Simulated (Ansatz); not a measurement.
A further run on (CdS)2 ring (Cd₂S₂).

```yaml
crystal:
  periodic: [false, false, false]
  atoms:
    - {symbol: Cd, position_ang: [-0.680313, -0.737368, -0.957592]}
    - {symbol: S, position_ang: [1.767538, -0.575585, -0.812513]}
    - {symbol: Cd, position_ang: [0.680314, 0.737370, 0.957596]}
    - {symbol: S, position_ang: [-1.767539, 0.575592, 0.812509]}
basis:
  gaussian: {orbitals: def2-TZVP}
hamiltonian: {xc: {name: B97M-V}}
scf: {omitted_lower_state_checks: [starts]}
```

```sh
$ ansatz run in.yaml --threads 2 --pin off --events-out ev --progress --plain --max-ram 4352MiB
```

Shortened log:

```
Functional definition: B97M-V
1260 factors; their error is unknown
mean field evaluation 1: about -30788.5661 eV, gradient 5.2e1 eV
mean field evaluation 2: about -30731.9467 eV, gradient 1.3e2 eV
mean field evaluation 4: about -30797.3011 eV, gradient 6.4e0 eV
mean field evaluation 8: about -30797.3432 eV, gradient 9.7e-2 eV
mean field evaluation 16: about -30797.3432 eV, gradient 2.9e-5 eV
mean field -30797.34317583 eV, -1131.7814865226 hartree, gradient 1.1e-5 eV, S^2 0.000000; 0 other end points of the search recorded, 0 dependent functions left out
reference -30797.34323114 eV, -1131.7814885553 hartree; 36, 36 occupied and 118, 118 virtual orbitals, 1260 factors
Total energy: -30797.34323114 eV, -1131.7814885553 hartree
Checks for a lower state left out: starts
```

It took 12 s on 2 threads of Arm Neoverse V2 on a shared host.

In the def2 sets Cd takes a core potential; there is no spin–orbit coupling.
